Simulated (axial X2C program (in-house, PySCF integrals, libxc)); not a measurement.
Worked dissociation energy of ScSe: PBE0, scalar-relativistic

Calculated with an in-house all-electron X2C program for linear molecules (integrals from PySCF). Spin-free means the one-electron spin-free X2C Hamiltonian. Basis: Se dyall-cv3z [8s9p6d4f1g], Sc dyall-cv3z [10s11p7d5f2g] (cores contracted in-house); Gaussian nuclei, density fitting, unrestricted open shells. Masses: Se 79.917 u, Sc 44.956 u.

Molecular state: M_S = 1/2, Λ = 0 (beyond evenly filled blocks: σα).

```
E(Se) (2M_S = 2, M_L = 0) : -2429.613081 hartree
E(Sc) (2M_S = 1, M_L = 0) : -764.009871 hartree
E(ScSe) at Re             : -3193.783764 hartree
ωe                        : 437.8 cm⁻¹
ωexe                      : 0.96 cm⁻¹
```

(1) Work out De and D0.

The state is one determinant whose occupation by symmetry is held fixed; it was picked as the lowest of a PBE0 search that is not exhaustive. De is counted from the lowest determinant-based energies of the atoms at the same level, without counterpoise correction. Spin-free De lacks the spin–orbit lowering of the heavy p-block atom, a tenth of an eV or more for 4p and 5p, up to an eV for 6p and one to two eV for 7p atoms, less what an open-shell molecule gains itself.

Each atomic determinant is the lowest at this level and need not be a pure term. Totals compare only within one Hamiltonian and basis.

## Answers

(1) De = -2429.613081 + (-764.009871) − (-3193.783764) = 0.16081 hartree = 4.376 eV. The zero-point energy is ωe/2 − ωexe/4 = 219 cm⁻¹ = 0.027 eV, so D0 = 4.349 eV.
